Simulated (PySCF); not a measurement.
## Polarisability and C₆ of As²⁺ (arsenic, charge +2)

[Ar] 3d10 4s1 4p2, high-spin 4P determinant (an excited configuration). All numbers are calculated (PySCF 2.14, scalar relativity by spin-free X2C-1e, in aug-cc-pVQZ-DK). Coupled (time-dependent) response in atomic units; α is the mean over directions.

```csv
method,mean α (bohr³),"α xx, yy, zz",C₆ (like pair),S(−4)
UHF,9.499,"10.23, 9.132, 9.132",39.71,30.87
PBE,9.511,"9.783, 9.375, 9.375",39.83,31.46
PBE0,9.442,"9.850, 9.238, 9.238",39.42,30.80
```

S(−4) is the Cauchy moment in α(ω) = α(0) + S(−4) ω² + …

Spin-orbit coupling is absent.

α(iu) at PBE0:

```
u (hartree)  α(iu) (bohr³)
          0          9.442
     0.0500          9.366
      0.100          9.145
      0.200          8.363
      0.300          7.337
      0.500          5.333
      0.750          3.570
       1.00          2.512
       1.50          1.450
       2.00         0.9656
       3.00         0.5388
       5.00         0.2488
```

For an ion, C₆ is the dispersion term alone; charge-induced terms of lower order in 1/R come first.

The components differ because the open shell of this determinant is not spherical; for a pure term their mean is the scalar polarisability.
